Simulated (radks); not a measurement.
Correlation energies from several functionals, in hartree. Species: Tc2+ [Kr] 4d5; As15+ [Ar]; Re [Xe] 4f14 5d5 6s2; Li [He] 2s1. Calculated with a radial shooting solver on a logarithmic mesh with Libxc functionals: non-relativistic Kohn-Sham, exchange-only B88, spin-polarised, spherical densities, point nucleus. Every spin shell is full or empty, so the densities are truly spherical. Functionals are evaluated on that one density, not self-consistently.

| functional | Tc2+ | As15+ | Re | Li |
|---|---|---|---|---|
| PW92 | -3.8577 | -1.8612 | -7.6632 | -0.15059 |
| VWN5 | -3.8757 | -1.8696 | -7.6955 | -0.15126 |
| PZ | -3.8497 | -1.8609 | -7.6630 | -0.14996 |
| Wigner | -2.0893 | -0.98311 | -3.9428 | -0.10412 |
| LYP | -2.0249 | -0.88662 | -3.9884 | -0.053684 |
| P86 | -2.3837 | -1.0261 | -5.0356 | -0.052066 |
| PW91 | -2.2820 | -0.94382 | -4.8025 | -0.056910 |
| AM05 | -3.5850 | -1.7012 | -7.2115 | -0.13148 |
| OP (B88) | -1.9590 | -0.88374 | -3.8954 | -0.061847 |
| TPSS | -2.1050 | -0.84038 | -4.4677 | -0.048994 |
| SCAN | -2.0975 | -0.82648 | -4.5347 | -0.045870 |
| r2SCAN | -2.1125 | -0.83492 | -4.5520 | -0.045914 |
| B95 | -2.5481 | -1.1178 | -5.5377 | -0.053922 |
| Tao-Mo | -2.0238 | -0.78365 | -4.3660 | -0.034404 |
